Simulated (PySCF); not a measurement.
**Nonlinear optical response: `C=C/C=C/B(C)C`, C$_{6}$H$_{11}$B**

Molfile (atoms numbered from 1):
```
C6H11B
     RDKit          3D

 18 17  0  0  0  0  0  0  0  0999 V2000
    3.5962    0.5367    0.3088 C   0  0  0  0  0  0  0  0  0  0  0  0
    2.6050   -0.2837   -0.0721 C   0  0  0  0  0  0  0  0  0  0  0  0
    1.2129    0.1176   -0.1503 C   0  0  0  0  0  0  0  0  0  0  0  0
    0.1914   -0.6848   -0.5309 C   0  0  0  0  0  0  0  0  0  0  0  0
   -1.3018   -0.2451   -0.5942 B   0  0  0  0  0  0  0  0  0  0  0  0
   -2.3870   -1.3344   -0.9420 C   0  0  0  0  0  0  0  0  0  0  0  0
   -1.7563    1.2363   -0.3171 C   0  0  0  0  0  0  0  0  0  0  0  0
    3.3934    1.5760    0.5860 H   0  0  0  0  0  0  0  0  0  0  0  0
    4.6349    0.2013    0.3559 H   0  0  0  0  0  0  0  0  0  0  0  0
    2.8349   -1.3203   -0.3451 H   0  0  0  0  0  0  0  0  0  0  0  0
    1.0004    1.1577    0.1285 H   0  0  0  0  0  0  0  0  0  0  0  0
    0.4596   -1.7178   -0.7966 H   0  0  0  0  0  0  0  0  0  0  0  0
   -2.0683   -1.9932   -1.7671 H   0  0  0  0  0  0  0  0  0  0  0  0
   -3.3896   -0.9394   -1.1639 H   0  0  0  0  0  0  0  0  0  0  0  0
   -2.4842   -1.9989   -0.0618 H   0  0  0  0  0  0  0  0  0  0  0  0
   -2.6372    1.2595    0.3467 H   0  0  0  0  0  0  0  0  0  0  0  0
   -2.1096    1.6609   -1.2756 H   0  0  0  0  0  0  0  0  0  0  0  0
   -0.9944    1.9197    0.0852 H   0  0  0  0  0  0  0  0  0  0  0  0
  1  2  2  0
  2  3  1  0
  3  4  2  0
  4  5  1  0
  5  6  1  0
  5  7  1  0
  1  8  1  0
  1  9  1  0
  2 10  1  0
  3 11  1  0
  4 12  1  0
  6 13  1  0
  6 14  1  0
  6 15  1  0
  7 16  1  0
  7 17  1  0
  7 18  1  0
M  END
```

Computed with PySCF 2.14.0, quadratic response CAM-B3LYP/aug-cc-pVDZ first hyperpolarisability, Taylor convention, gas phase. Geometry: PBE0-D3(BJ)/def2-SVP.

Task: What is the first hyperpolarisability, and how does it disperse?

Result: In 10⁻³⁰ esu, Taylor convention; the vector part is βᵢ = ⅓ Σⱼ (βᵢⱼⱼ + βⱼᵢⱼ + βⱼⱼᵢ); β∥ is 3/5 of the vector part along the dipole, the dipole points from − to +:
| process | λ (nm) | β vector norm | β∥ | β HRS | depolarisation ratio |
| --- | --- | --- | --- | --- | --- |
| static β(0;0,0) | ∞ | 4.84 | 2.85 | 2.12 | 4.19 |
| second harmonic β(−2ω;ω,ω) | 1064 | 6.96 | 4.11 | 3.03 | 4.32 |
| Pockels β(−ω;ω,0) | 1064 | 5.42 | 3.19 | – | – |

Task: Which lowest excitations, dipole and polarisabilities go with it?

Result: S1 5.01 eV (f = 0.791); S2 5.53 eV (f = 0.000); S3 5.73 eV (f = 0.001); dipole 0.85 D; isotropic α 101.5 au static, 103.4 au at 1064 nm, 110.4 au at 532 nm.
